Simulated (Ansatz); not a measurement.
Consider the atomization: `BC1BNC1` → 2 B• + 2 C• + 7 H• + N•.

Calculated with Ansatz (gas phase, PBE0-D4/def2-TZVP geometries, no zero-point term in ΔE). CCSD(T)/CBS adds triple-zeta CCSD(T) − MP2 to the extrapolated MP2 energy (def2 sets, frozen cores). This one scheme is used for every species, atoms too. DFT in def2-TZVPP. Open shells (•) are unrestricted, without spin–orbit coupling. Spin–orbit coupling would lower the free atoms: a little for B, C.

```json
{"species": "`BC1BNC1`", "PBE-QIDH energy (Eh)": "-184.66810"}
{"species": "B•", "PBE-QIDH energy (Eh)": "-24.61334"}
{"species": "C•", "PBE-QIDH energy (Eh)": "-37.80052"}
{"species": "H•", "PBE-QIDH energy (Eh)": "-0.50179"}
{"species": "N•", "PBE-QIDH energy (Eh)": "-54.54130"}
```

(1) Work out ΔE.

(2) What do rigid-rotor, harmonic-oscillator terms from PBE0-D4/def2-TZVP frequencies (298.15 K, 1 bar) make of the CCSD(T)/CBS value? (An estimate is asked.)

Largest T1 diagnostic among the species: 0.014.

Answers

(1) ΔE = 7 × (-0.50179) + 2 × (-24.61334) + 2 × (-37.80052) + (-54.54130) − (-184.66810) = 1.78655 Eh = +48.61 eV. CCSD(T)/CBS gives +48.31 eV.

(2) Ansatz gave: ΔZPE = -2.59 eV, ΔH = +46.31 eV, ΔS = 1276 J/(mol·K), ΔG = +42.37 eV. Open shells count their whole term as degenerate.

In def2-TZVPP, CCSD(T) changes the Hartree–Fock value by +10.91 eV (the triples alone add +0.68 eV) and MP2 by +11.76 eV; breaking electron pairs costs correlation energy, which Hartree–Fock lacks. From BLYP to BHLYP (50 % exact exchange), in def2-TZVPP and without D4, ΔE moves by −0.77 eV: exact exchange takes away binding that semilocal exchange gives to molecules. Leaving LDA and LC-ωPBE aside and taking each functional with its dispersion term where it has one, the values, not all of them listed here, spread over 2.22 eV, from BHLYP-D4 to PBE-D4. LDA lies +5.94 eV from PBE without D4, its usual overbinding.

For atomizations the MP2-based limit and the directly extrapolated one differ by several kJ/mol either way, and by 10 to 25 for some Ge, Se and Sn compounds, so smaller differences from it don't rank the levels.
